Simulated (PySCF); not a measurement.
FOS, SMILES O=[S]F (connectivity only; charge and spin as stated), charge -1, multiplicity 1.

Coordinates come from a PBE0-D3(BJ)/def2-TZVPD optimisation. The spin state was assumed, not searched. The isomer is the one that the SMILES or the coordinates give; other isomers of the formula were not compared.

Calculation: B3LYP/def2-TZVPD run with PySCF.

The molecule is in vacuum. A positive occupied level means that this level leaves the electron formally unbound; only the finite basis holds it.

Computed frontier levels, gap, dipole moment and polarisability:
* **highest occupied level**: 0.96 eV
* **lowest empty level**: 4.01 eV
* **orbital gap**: 3.05 eV
* **dipole moment about the centre of nuclear charge**: 1.22 D
* **mean static polarisability**: 45.1 bohr³ (6.68 Å³)
* **polarisability, principal values**: 39.7, 46.4, 49.2 bohr³
